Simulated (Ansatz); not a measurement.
Isolated molecules relaxed with PBE0-D4/def2-TZVP in Ansatz; ΔE leaves out vibrations. CCSD(T)/CBS adds triple-zeta CCSD(T) − MP2 to the extrapolated MP2 energy (def2 sets, frozen cores). Functionals use def2-TZVPP. Each species was taken in one conformer, which may not be the lowest.

`BB(N)[SiH3]` + `[BH2][AlH][OH]` → `[BH2][AlH][O][SiH3]` + `BBN`  (cleavage of the Si–B bond)

```tsv
level	ΔE (kJ/mol)	difference from CCSD(T)/CBS
revPBE-D4	-87.0	29.1
PBE0-D4	-99.8	16.3
r2SCAN0-D4	-114.3	1.8
ωB97X-V	-116.0	0.1
CAM-B3LYP	-125.3	-9.2
HF/def2-SVP	-144.2	-28.1
CCSD/def2-SVP	-112.5	3.6
HF/def2-TZVPP	-154.7	-38.6
CCSD(T)/def2-TZVPP	-116.0	0.1
SCS-MP2/def2-QZVPP	-129.5	-13.4
CCSD(T)/CBS	-116.1	0
```

Largest T1 diagnostic among the species: 0.014.

From PBE to PBE0 (25 % exact exchange), in def2-TZVPP and without D4, ΔE moves by −12.0 kJ/mol. At CCSD(T), def2-SVP lies +8.3 kJ/mol from the extrapolated value and def2-TZVPP +0.1 kJ/mol.
